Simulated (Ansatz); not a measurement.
Tl₃Cl₃⁺. The state is a doublet with charge 1. Geometry PBE-D4/def2-SVP, basis def2-TZVP, Ansatz.

```csv
atom,x (Å),y (Å),z (Å)
Tl1,1.633,1.806,-1.354
Tl2,1.171,-2.444,0.721
Tl3,-2.297,-0.052,-0.545
Cl4,-0.579,-0.428,1.973
Cl5,0.480,-0.834,-1.568
Cl6,-0.408,1.952,0.772
```

```
run  HOMO (eV)  LUMO (eV)
  A     -11.50      -8.38
  B     -10.25      -9.29
  C     -10.67      -9.21
  D     -11.12      -8.85
  E     -13.93      -6.23
```

In the def2 sets Tl takes a core potential; there is no spin–orbit coupling. LC-ωPBE has ω = 0.4 bohr⁻¹. In the doublet, Cl4 and Cl6 lie 2.67 Å apart (atoms count from 1), so these atoms are partly bonded to each other. Another isomer (doublet) lies 0.11 eV lower at PBE0-D4/def2-TZVP; other spin states weren't run for this one.

HOMO and LUMO are taken over both spins.

Question: The runs used LC-ωPBE, PBE, PBE0, r2SCAN, r2SCANh. Estimate which is which.

Answer: A PBE0 (25 % exact exchange); B PBE (0 % exact exchange); C r2SCAN (0 % exact exchange); D r2SCANh (10 % exact exchange); E LC-ωPBE (range-separated). Exact exchange lowers occupied and raises empty levels; among semilocal functionals meta-GGAs tend to open the gap a little, and such runs are hard to tell apart. The gap grows from 0.96 eV (PBE) to 7.71 eV (LC-ωPBE).
